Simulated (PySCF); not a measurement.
# Diatomics of Rb with the alkali metals

CCSD(T) with double-zeta basis sets in PySCF, for the lowest determinant that a PBE0 search found; no spin–orbit coupling. De refers to high-spin ground-configuration atoms.

| M | basis | reference, frozen orbitals | state (unpaired electrons) | Re (Å) | ωe (cm⁻¹) | De (eV) |
| --- | --- | --- | --- | --- | --- | --- |
| Li | def2-SVP | RHF, 0 | singlet (closed shell) | 3.573 | 179 | 0.59 |
| Na | def2-SVP | RHF, 1 | singlet (closed shell) | 3.743 | 99.4 | 0.54 |
| K | def2-SVP | RHF, 5 | singlet (closed shell) | 4.166 | 70.8 | 0.46 |
| Rb | def2-SVP | RHF, 0 | singlet (closed shell) | 4.368 | 48.6 | 0.35 |
| Cs | def2-SVP | RHF, 0 | singlet (closed shell) | 4.573 | 42.8 | 0.36 |

By what factor does the harmonic wavenumber vary along the series?

At CCSD(T) it runs from 42.8 cm⁻¹ (CsRb) to 179 cm⁻¹ (RbLi), a factor of 4.18.

Down a group the atoms grow and get heavier, so bonds lengthen and wavenumbers fall; this series shows no clear exception.

Correlated steps freeze the inner cores (0 to 5 orbitals); shallow outer-core shells are correlated. Weak bonds: CsRb, KRb, Rb2. Basis-set superposition, not corrected here, can be much of De in a small basis, most of all at correlated wavefunction levels. Spin–orbit coupling is left out. Where the molecule has an RHF reference, its open-shell atoms are computed with UHF.
